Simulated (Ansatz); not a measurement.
Cartesian coordinates in Å:
```
O 2.1531 1.3392 -1.0249
Si 0.5558 1.7426 -1.0756
C -0.4873 0.4593 -0.2202
C 0.0105 -0.6878 0.2548
Si -1.0122 -1.9840 1.1173
H 2.6176 1.4746 -0.1984
H 0.2001 1.8327 -2.5129
H 0.3150 3.0641 -0.4282
H -1.5548 0.6543 -0.0985
H 1.0776 -0.8751 0.1211
H -0.5003 -2.2258 2.4941
H -0.9533 -3.2767 0.3823
H -2.4218 -1.5175 1.1890
```

Charge 0, multiplicity 1.

Task: List the r2SCAN/def2-TZVPP orbital energies in eV (Ansatz 0.2.0). (An estimate is asked.)

Result: The calculation gave: Occupied: -1791.37, -1790.87, -515.94, -273.34, -273.24, -141.75, -141.35, -96.65, -96.60, -96.59, -96.21, -96.21, -96.20, -26.53, -20.12, -15.42, -14.22, -13.48, -12.05, -10.45, -10.35, -9.63, -8.97, -8.73, -8.49, -8.16, -7.17, -7.13. Lowest empty: -1.77, -0.22, 0.60, 0.90, 1.29, 1.37, 1.81, 1.95.
